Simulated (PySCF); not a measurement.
**Broadened absorption spectrum of C2H7PSi2**

Species: C2H7PSi2.
Numbering: `[CH:1]#[C:2][SiH2:3][PH:4][SiH3:5]` (hydrogens: H6 on C1; H7, H8 on Si3; H9 on P4; H10, H11, H12 on Si5)

Geometry (PBE0-D3(BJ)/def2-SVP, Å), atoms numbered from 1 in this order:
```xyz
12
C2H7PSi2 angstrom
C     -1.994    0.414    1.647
C     -1.666    0.083    0.523
Si    -1.095   -0.424   -1.144
P      1.049   -1.133   -1.170
Si     1.907    0.517    0.125
H     -2.291    0.707    2.639
H     -1.181    0.749   -2.062
H     -1.964   -1.526   -1.648
H      0.884   -2.076   -0.109
H      1.348    0.553    1.509
H      3.386    0.323    0.200
H      1.620    1.812   -0.563
```

Theory: TDDFT PBE0/def2-SVPD, vertical, gas phase, core orbitals frozen in the response in PySCF 2.14.0, density-fitted response routines.

Computed states:

| state | E (eV) | f |
| --- | --- | --- |
| S1 | 5.69 | 0.013 |
| S2 | 5.82 | 0.103 |
| S3 | 5.98 | 0.0093 |
| S4 | 6.15 | 0.014 |
| S5 | 6.25 | 0.023 |
| S6 | 6.38 | 0.0066 |
| S7 | 6.42 | 0.034 |
| S8 | 6.68 | 0.0045 |
| S9 | 7.01 | 0.114 |
| S10 | 7.18 | 0.047 |

Each state is given a Gaussian of 0.3 eV full width at half maximum, with ε(max) = 2.175×10⁸ f / Δν̃ (Δν̃ the width in cm⁻¹). The width is an assumption, not a result. The curve ends short of the highest state used, and states not computed would add to its high-energy end.

Question: Give the broadened spectrum and its maxima.

Answer: 
```csv
λ (nm),ε (L mol⁻¹ cm⁻¹)
188.3,1882
190.0,2865
191.6,3878
193.3,4723
195.0,5123
196.6,5095
198.3,4758
200.0,4271
201.6,3847
203.3,3672
205.0,4042
206.6,5032
208.3,6674
210.0,8513
211.7,9938
213.3,10423
215.0,9845
216.7,8345
218.3,6504
220.0,4548
221.7,2911
223.3,1776
225.0,976
226.7,500
228.4,239
230.0,113
231.7,48
233.4,19
235.0,7
236.7,3
```

Maxima: 213 nm (5.81 eV), ε about 10000, made up of S2 (89%); 196 nm (6.34 eV), ε about 5200, made up of S5 (32%), S6 (11%) and S7 (48%) (ε in L mol⁻¹ cm⁻¹; maxima over ε = 5, shares over 10%).

Question: On this curve, what absorbance would a 10⁻⁴ mol/L sample give at 222 nm over a 1 cm path?

Answer: 222 nm is 5.585 eV, where ε is about 2700 L mol⁻¹ cm⁻¹, so A = ε c l ≈ 0.27 (Beer–Lambert, with the gas-phase spectrum and the assumed width).

Question: What would ε be at 5.81 eV, the highest of these maxima, with half the width (0.15 eV)?

Answer: About 19000 L mol⁻¹ cm⁻¹ against 10400, a factor of about 1.8; a lone state at its own centre would give exactly 2.

Question: Coming from long wavelengths, where does ε first pass 100 L mol⁻¹ cm⁻¹?

Answer: At about 230 nm (5.39 eV), 0.30 eV below S1.

The vertical ionisation energy (ΔSCF) is 9.19 eV, 2.01 eV above S10.

One conformer stands for the species.
